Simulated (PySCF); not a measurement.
**Question.** What does the PBE0-D3(BJ)/def2-SVP structure of `[H][Sn]([H])([H])[O][Si](C)(C)C` (SnH3(OSiMe3)) look like in three dimensions?

**Answer.** 
Z-matrix in Å and degrees, rows numbered from 1:
```
Sn
H   1  1.7121
H   1  1.7088  2  112.57
H   1  1.7159  2  111.67  3  -127.31
O   1  1.9810  2  106.98  3   114.76
Si  5  1.6660  1  133.75  2    95.25
C   6  1.8819  5  110.00  1   -49.40
C   6  1.8725  5  107.24  1  -169.69
C   6  1.8800  5  109.74  1    70.74
H   7  1.1020  6  111.24  5  -178.55
H   7  1.1028  6  111.41  5    61.78
H   7  1.1018  6  111.08  5   -58.55
H   8  1.1012  6  110.98  5    60.85
H   8  1.1018  6  111.35  5  -178.70
H   8  1.1014  6  110.40  5   -58.67
H   9  1.1022  6  111.35  5   -61.96
H   9  1.1016  6  110.79  5    57.99
H   9  1.1021  6  111.39  5   178.02
```

Sn1 (tin bonded to O and 3 H) is distorted tetrahedral (angles from 104.9° to 112.6°). O5 (oxygen bonded to Si and Sn) is bent (angle 133.7°). Si6 (silicon bonded to 3 C and O) is tetrahedral (angles from 107.2° to 110.6°).

Method used: PBE0-D3(BJ)/def2-SVP geometry optimisation, gas phase, def2 core potentials past Kr in PySCF.

Point group: C1 (no symmetry element, even within 0.4 Å). No PBE0-D3(BJ)/def2-SVP frequencies stand behind this structure, so it isn't proved a minimum.

On one thread, Intel Xeon at 2.50 GHz (x86_64), shared host with 64 logical CPUs at a one-minute load of 63, this took 7.2 min wall, 5.0 min CPU and 0.65 GiB of memory at its peak. This is the geometry optimisation.
